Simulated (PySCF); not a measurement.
Species: C7H8N2.
Cartesian coordinates in Å at the PBE0-D3(BJ)/def2-SVP level; atoms count from 1:
```
atom  x, y, z in Å
C1     2.473    0.210   -0.323
N2     2.028   -1.084    0.109
C3     0.829   -1.324    0.445
C4    -0.339   -0.410    0.525
C5    -0.278    0.884    1.056
C6    -1.443    1.647    1.107
N7    -2.625    1.220    0.674
C8    -2.690   -0.015    0.181
C9    -1.591   -0.866    0.097
H10    3.063    0.679    0.483
H11    1.678    0.914   -0.627
H12    3.168    0.077   -1.167
H13    0.595   -2.372    0.700
H14    0.655    1.287    1.452
H15   -1.413    2.660    1.526
H16   -3.674   -0.353   -0.165
H17   -1.705   -1.876   -0.306
```

Jobs on this species (17 atoms, 64 electrons) with PySCF (density fitting). Hardware of each: one thread, x86-64 server, shared host. Times come from a shared host and carry two figures at best.

Task: Rank these jobs by wall time, shortest first.
A. B3LYP/pcJ-1; spin–spin couplings from 8 perturbed nuclei, spin–dipole term left out; 323 basis functions
B. PBE0-D3(BJ)/def2-SVP, grid level 1; geometry optimisation from a GFN2-xTB start; 166 basis functions
C. wB97X-D/pcSseg-1; shieldings, ring-centre shieldings; 193 basis functions
D. wB97X-D/def2-SVPD; 10 singlets by full TDDFT, 4 Tamm–Dancoff triplets, polarisability, ΔSCF ions; 244 basis functions

Result: C (23 s), A (38 s), B (74 s), D (4.2 min).

All jobs:

| level and settings | work | basis functions | SCF cycles | wall time |
| --- | --- | --- | --- | --- |
| PBE0/pcSseg-1 | shieldings, ring-centre shieldings, charges and field gradients | 193 | 14 | 17 s |
| wB97X-D/pcSseg-1 | shieldings, ring-centre shieldings | 193 | 14 | 23 s |
| B3LYP/pcJ-1 | spin–spin couplings from 8 perturbed nuclei, spin–dipole term left out | 323 | 14 | 38 s |
| PBE0-D3(BJ)/def2-SVP, grid level 1 | geometry optimisation from a GFN2-xTB start | 166 | 70 | 74 s |
| wB97X-D/def2-SVPD | 10 singlets by full TDDFT, 4 Tamm–Dancoff triplets, polarisability, ΔSCF ions | 244 | 14 | 4.2 min |

Task: What do all jobs in the table cost together?

Result: About 6.7 min; the longest takes about 62 % of that, and about 15 times as long as the shortest.
